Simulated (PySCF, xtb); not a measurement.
Al(F)(Br)(Me) (CH₃AlBrF), SMILES [CH3][Al]([F])[Br].

GFN2-xTB run with xtb at its own geometry gives an orbital gap of 4.39 eV and a dipole moment of 4.45 D.

Geometry: B3LYP-D3(BJ)/def2-SVP. The structure was generated by enumeration; whether it is a known compound was not checked.

Q: What does PBE/def2-TZVP in PySCF give? (Estimate from the structure and the level; the computed values follow.)

A: gap 5.79 eV (levels -7.32 and -1.53 eV), dipole 2.12 D.
